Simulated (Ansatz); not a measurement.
`[OH][Al]1[O][SiH2]1` + H₂ → `[O]1[AlH][SiH2]1` + H₂O  (hydrogenolysis of the Al–O bond)

Calculated with Ansatz (gas phase, PBE0-D4/def2-TZVP geometries, no zero-point term in ΔE). CCSD(T)/CBS adds triple-zeta CCSD(T) − MP2 to the extrapolated MP2 energy (def2 sets, frozen cores). This one scheme is used for every species. Functionals use def2-TZVPP. B3LYP here is the variant with VWN-RPA as its local correlation; programs differ in this. HSE06 is defined as in plane-wave codes. One conformer a species, not always the lowest.

**Question.** Is it downhill or uphill in electronic energy at CCSD(T)/CBS, and by how much? (An estimate is asked.)

**Answer.** The calculation gave: Uphill: ΔE = +111.7 kJ/mol.

**Question.** What do these levels give: B3LYP-D4, r2SCANh-D4, HSE06-D4, revPBE, PBE0, B3LYP, r2SCANh, MP2/def2-SVP, HF/def2-TZVPP, CCSD/def2-TZVPP, HF/def2-QZVPP, HF/CBS(def2)? (An estimate is asked.)

**Answer.** Computed: B3LYP-D4 114.3, r2SCANh-D4 117.3, HSE06-D4 105.5, revPBE 104.4, PBE0 104.0, B3LYP 111.2, r2SCANh 116.7, MP2/def2-SVP 118.3, HF/def2-TZVPP 102.7, CCSD/def2-TZVPP 110.0, HF/def2-QZVPP 102.7, HF/CBS(def2) 102.7 kJ/mol.

Largest T1 diagnostic among the species: 0.016.

The D4 term adds +3.2 kJ/mol with B3LYP and +1.8 kJ/mol with PBE0; it sums over pairs of atoms, weighted by their polarisabilities, and B3LYP, whose exchange is more repulsive, gets the larger term. In def2-TZVPP, CCSD(T) changes the Hartree–Fock value by +10.1 kJ/mol (the triples alone add +2.7 kJ/mol) and MP2 by +18.6 kJ/mol. Leaving LDA and LC-ωPBE aside and taking each functional with its dispersion term where it has one, the values, not all of them listed here, spread over 15.4 kJ/mol, from B97M-V to r2SCAN-D4.
